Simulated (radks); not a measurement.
Charge is removed step by step from the 3s level of the manganese ion Mn3+, starting from [Ar] 3d4. Method: scalar-relativistic Kohn-Sham, r2SCAN, spin-unpolarised, spherical densities, finite nucleus; meta-GGA in the generalised Kohn-Sham scheme; Fermi nuclear charge, rms radius 3.7057 fm; computed with a radial shooting solver on a logarithmic mesh with Libxc functionals.

| removed (e) | E - E(0) (eV) | eigenvalue (eV) | E minus straight line (eV) |
|---|---|---|---|
| 0 | 0.000 | -124.80 | 0.000 |
| 0.125 | 15.761 | -127.44 | -1.183 |
| 0.25 | 31.855 | -130.10 | -2.035 |
| 0.375 | 48.283 | -132.80 | -2.551 |
| 0.5 | 65.049 | -135.52 | -2.729 |
| 0.625 | 82.157 | -138.26 | -2.566 |
| 0.75 | 99.609 | -141.02 | -2.059 |
| 0.875 | 117.41 | -143.81 | -1.204 |
| 1 | 135.56 | -146.62 | 0.000 |

Removing the whole electron costs 135.56 eV by Delta-SCF, against 124.80 eV from minus the eigenvalue at the starting occupation. Slater's transition state (half an electron removed) gives 135.52 eV. Integrating minus the eigenvalue over the occupation (Janak's theorem) gives 135.58 eV. In this scalar-relativistic scheme the density is built from large components alone, so the theorem holds only approximately. The mean slope of the eigenvalue, de/dn, is 21.8 eV per electron.
